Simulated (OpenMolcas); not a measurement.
A run on Mo4+ among 6 point charges of -0.85 e arranged as a trigonal prism (D3h), 1.98 Å from the ion, with a polar angle of 42.7° against the regular 49.1°.

```
Program             : OpenMolcas 26.06
Method              : CASSCF
Basis               : ANO-RCC-VDZP [6s5p3d1f]
Scalar Hamiltonian  : DKH2, point nucleus
Active space        : 2 electrons in 5 orbitals (4d)
State averaging     : 2S+1 = 3 even, 10 roots; 2S+1 = 1 even, 15 roots
Spin-orbit coupling : state interaction with AMFI integrals over the reference wave functions
```

43 basis functions. Blocks (2S+1, parity, CSFs, roots kept): 3, even, 10, 10; 1, even, 15, 15.

Problem. How long do the RASSCF and RASSI steps take on 1 thread of Arm Neoverse V1 (shared host)?

Solution. About 5.2 s of wall time, without the integral step.
